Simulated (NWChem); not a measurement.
Species: SiH3O cation; SMILES [OH+]=[SiH2]

```xyz
5

O     -0.1516    -1.0894     0.0000
Si    -0.0505     0.4951     0.0000
H      0.5695    -1.7460     0.0000
H      1.2551     1.1754     0.0000
H     -1.3552     1.1623     0.0000
```
Atoms are numbered in this order, from 1.

Results from NWChem. Pople sets run with spherical d functions. Coordinates come from a B3LYP/6-31G* (spherical d) optimisation. Vzz is the largest principal value of the second derivative of the potential at the nucleus (NWChem prints the opposite sign); η is the asymmetry. Non-relativistic.

For level B3LYP/6-31G*:

```
Item           Value
-------------  -----
Vzz O1 (a.u.)  1.126
```

Estimate the same quantities for level B3LYP/cc-pVTZ.

The vzz O1 (a.u.) is 1.154.
